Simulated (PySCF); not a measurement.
BiCl2, SMILES [Cl][Bi+][Cl] (connectivity only; charge and spin as stated), charge +1, multiplicity 1.

Geometry: B3LYP-D3(BJ)/def2-TZVP. The multiplicity is an assumed one; other spin states were not compared. The isomer is the one that the SMILES or the coordinates give; other isomers of the formula were not compared. The def2 effective core potentials stand for the cores of Bi; spin–orbit coupling is left out.

Two levels are set side by side: PBE/def2-TZVPD (PySCF) and PBE0/def2-TZVPD (PySCF). Same geometry, gas phase. Differences are taken from unrounded values.

| quantity | PBE0 | PBE | PBE minus PBE0 |
|---|---|---|---|
| orbital gap (eV) | 4.49 | 2.55 | -1.94 |
| highest occupied level (eV) | -14.60 | -13.26 | 1.34 |
| lowest empty level (eV) | -10.11 | -10.71 | -0.60 |
| mean polarisability (bohr³) | 61.9 | 63.7 | 1.8 |

Without exact exchange PBE keeps part of each electron's self-repulsion, which lifts occupied levels and narrows the gap. Differences between two approximate levels are no errors against the true value.

Rough cost on one machine, each run with all the roots and properties that it gave: PBE0 against PBE within a factor of 2.
